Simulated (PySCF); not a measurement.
## Computed vibrations of [Sm(SH)2]+

[Sm(SH)2]+ (singlet in the valence; each metal's 4f electrons, 5 of them, lie in its core potential, out of spins and levels). PySCF 2.14.0, RKS BP86, Sm lcecp-1-SVP with ECP51, S def2-SVP, H def2-SVP; non-relativistic Hamiltonian with scalar-relativistic core potentials where named; density fitting; no spin-orbit coupling. Central differences of gradients.

```xyz
5

Sm    0.0000    0.0000    0.0000
S     0.0000    0.6629    2.3863
H     0.0000    1.0266    3.6956
S     0.0000   -0.6629   -2.3863
H     0.0000   -1.0266   -3.6956
```

Run from Python with OMP_NUM_THREADS=2. Where DIIS fails, smearing, a level shift and second-order steps follow.
It took 18 s on 2 threads of Arm Neoverse V2, on a shared host.

Problem. What are the harmonic wavenumbers and infrared intensities?

Solution. Modes are labelled in D∞h; negative numbers are unstable modes, those under 60 cm⁻¹ near the noise; a finer grid moves soft modes by up to 10 cm⁻¹.
| cm⁻¹ | km/mol | symmetry |
| --- | --- | --- |
| -222 | – | πu |
| -222 | – | πu |
| -57 | – | πu |
| -57 | – | πu |
| 280 | 0.0 | πg |
| 280 | 0.0 | πg |
| 351 | 0.0 | σg+ |
| 389 | 139.4 | σu+ |
| 2649 | 323.9 | σu+ |
| 2649 | 0.0 | σg+ |

Problem. Is this a minimum?

Solution. No: 4 unstable; the lowest moves the atoms so:
```
Sm   0.00  0.00  0.00
S   -0.02  0.02  0.00
H    0.52 -0.46  0.13
S   -0.02  0.02  0.00
H    0.52 -0.46  0.13
```

An lcecp potential fixes the number of 4f electrons, so in runs with it no electron can move into or out of that shell.
